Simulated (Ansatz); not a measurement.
`NB1O[SiH2]1` and `B1O[SiH2]1` differ in one atom or group.

Ansatz, PBE0-D4/def2-TZVP geometries, multiplicity 1. Each molecule was computed in one conformer, which needn't be the lowest.

```csv
property,`NB1O[SiH2]1`
HOMO energy (PBE/def2-TZVPP) / eV,-5.66
HOMO–LUMO gap (B3LYP/def2-TZVPP) / eV,5.97
HOMO energy (B3LYP/def2-TZVPP) / eV,-6.63
HOMO energy (ωB97M-V/def2-TZVPP) / eV,-8.97
size of the dipole moment (B3LYP/def2-TZVPP) / D,2.04
LUMO energy (PBE/def2-TZVPP) / eV,-1.27
```

Problem. What does the change do to each property? (An estimate is asked.)

Solution. Ansatz gave: 
```
                                        property  `B1O[SiH2]1`  shift
               HOMO energy (PBE/def2-TZVPP) / eV         -5.98  -0.32
           HOMO–LUMO gap (B3LYP/def2-TZVPP) / eV          5.69  -0.28
             HOMO energy (B3LYP/def2-TZVPP) / eV         -6.92  -0.29
           HOMO energy (ωB97M-V/def2-TZVPP) / eV         -9.24  -0.27
size of the dipole moment (B3LYP/def2-TZVPP) / D          1.15  -0.89
               LUMO energy (PBE/def2-TZVPP) / eV         -2.04  -0.77
```

With PBE0 the HOMO falls by 0.29 eV and the LUMO falls by 0.58 eV, so the gap narrows by about 0.29 eV. PBE moves the HOMO by -0.32 eV and ωB97M-V by -0.27 eV. The zero-point energy changes by -50.1 kJ/mol with -6 modes. Dipoles are sizes alone; their direction can turn.

B3LYP here is the variant with VWN-RPA as its local correlation; programs differ in this.
